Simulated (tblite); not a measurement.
CH₄N, charge -1, singlet, geometry from GFN2-xTB; GFN1-xTB (tblite 0.6.0).

Input for tblite:
```
$ tblite run mol.xyz --method gfn1 --charge -1 --spin 0 --guess eeq --json tblite.json --no-restart

# file mol.xyz
6

C      0.03918329     0.57726037     0.02256172
N      0.01386466    -0.79320152     0.08399166
H     -0.98685864     1.16240067     0.02218520
H     -0.49443487    -1.14362403    -0.75261679
H      0.57583997     0.97766943     0.90352376
H      0.57330122     1.09240237    -0.89640406
```

It wrote (shortened):

```
xTB calculator
 | screened Coulomb repulsion
 | Coulomb electrostatics
 |  * isotropic Klopman-Ohno-Mataga-Nishimoto electrostatics
 |  * onsite third-order electrostatics
 | DFT-D3(BJ) dispersion correction

halogen bonding energy    0.0000000000000E+00 Eh
repulsion energy          6.3931455768293E-02 Eh
dispersion energy        -8.4861121485274E-04 Eh
number of electrons       1.4000000000000E+01 e
integral cutoff           1.9731147476801E+01 bohr

------------------------------------------------------------
  cycle        total energy    energy error   density error
------------------------------------------------------------
      1     -7.545862228557  -7.6089451E+00   5.3969232E-01
      2     -7.575288740459  -2.9426512E-02   3.1498246E-01
      3     -7.575624076902  -3.3533644E-04   8.0406099E-02
      4     -7.576644033422  -1.0199565E-03   2.3383689E-02
      5     -7.576989474051  -3.4544063E-04   6.8552826E-04
      6     -7.576989819466  -3.4541441E-07   2.0160465E-04
      7     -7.576989835151  -1.5685009E-08   1.3967103E-04
      8     -7.576989847820  -1.2669351E-08   2.1657157E-05
      9     -7.576989848099  -2.7854519E-10   1.8472486E-06
------------------------------------------------------------

electronic energy        -7.6400726926520E+00 Eh
total energy             -7.5769898480986E+00 Eh

Post processing:
 | Mayer-Wiberg bond orders

[Info] JSON dump of results written to 'tblite.json'
```
